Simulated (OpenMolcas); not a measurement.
# C+: RASPT2 settings compared

* Program: OpenMolcas 26.06
* Basis: ANO-L-VQZP [5s4p3d2f]
* Scalar Hamiltonian: non-relativistic, point nucleus
* Active space: 3 electrons in 9 orbitals (RAS2 2s 2p; RAS3 3d, at most 2 electrons)
* State averaging: 2S+1 = 4 odd, 1 root (0 in the spin-orbit step); 2S+1 = 2 odd, 3 roots; 2S+1 = 4 even, 3 roots; 2S+1 = 2 even, 9 roots
* Spin-orbit coupling: state interaction with AMFI integrals over the reference wave functions, term energies averaged over their components

Methods on the same reference wave functions:
A. RASSCF
B. SS-RASPT2, IPEA 0.2 Eh, imaginary shift 0.15 Eh (closed shells correlated: 1s)
C. SS-RASPT2, IPEA 0.3 Eh, sigma1 regulariser 0.2 Eh (closed shells correlated: 1s)
D. SS-RASPT2, IPEA 0.3 Eh, real shift 0.15 Eh (closed shells correlated: 1s)

Energies in eV above 2s² 2p ²P°_1/2, the measured ground level; measured values from NIST Handbook of Basic Atomic Spectroscopic Data.

| Level | A | B | C | D | Measured |
| --- | --- | --- | --- | --- | --- |
| 2s² 2p ²P°_1/2 | 0.0000 | 0.0000 | 0.0000 | 0.0000 | 0.0000 |
| 2s² 2p ²P°_3/2 | 0.0073 | 0.0073 | 0.0073 | 0.0073 | 0.0079 |
| 2s 2p² ⁴P_1/2 | 5.1577 | 5.251 | 5.252 | 5.251 | 5.3317 |
| 2s 2p² ⁴P_3/2 | 5.1603 | 5.253 | 5.254 | 5.254 | 5.3345 |
| 2s 2p² ⁴P_5/2 | 5.1645 | 5.258 | 5.258 | 5.258 | 5.3380 |
| 2s 2p² ²D_3/2 | 9.6076 | 9.290 | 9.294 | 9.296 | 9.2905 |
| 2s 2p² ²D_5/2 | 9.6077 | 9.290 | 9.294 | 9.296 | 9.2901 |
| 2s 2p² ²S_1/2 | 12.9293 | 12.252 | 12.305 | 12.073 | 11.9637 |

Deviations, from unrounded energies. A percentage is the sum of absolute deviations over the sum of measured energies, with the sign that they share, or ± where signs differ.

| Against measurement | Levels | A | B | C | D |
| --- | --- | --- | --- | --- | --- |
| mean absolute deviation (cm-1) | 7 | 2400 | 610 | 680 | 420 |
| fine structure of the ground term (%) | 1 | -7.2 | -7.2 | -7.2 | -7.2 |
| other configurations (%) | 6 | ±4.6 | ±1.1 | ±1.3 | ±0.8 |

D lies closest to measurement on these levels and A furthest from it. The largest miss of D in the table is 2s 2p² ²S_1/2, by +880 cm-1. The ranking rests on the paired levels alone, and a cruder setting can come out closer through cancelling errors.

Among B to D the level of the table that moves most is 2s 2p² ²S_1/2, by 1900 cm-1 (lowest in D, highest in C). Moves below CASPT2's spread within the term are not significant.

The lowest spin-free term lies below A's lowest term by 0.019 hartree in B, 0.019 hartree in C, 0.019 hartree in D.

CASPT2 does not keep the components of a term degenerate, so their means are used; among the terms shown or strongly mixed into the levels shown the widest spread is 11 cm-1 (2s 2p² ²D, B). Active for correlation alone: 3d; no level in the range computed is led by a configuration that fills it, so any true level of that kind is missing. Without dynamic correlation excited terms often stand tens of per cent too high (terms of higher spin than the ground term too low), and those without a measured partner can miss by more than the paired ones (holds for A). Measured partners are found by configuration, term and J. A level has none where our copy of the source lacks it or the pairing is in doubt (some pairs that miss far off the trend of their configuration count as doubtful), and it then counts in no deviation. Only configurations of the active space appear. The table leaves out levels that lie high or whose names do not pair safely across all columns.

° marks odd parity.
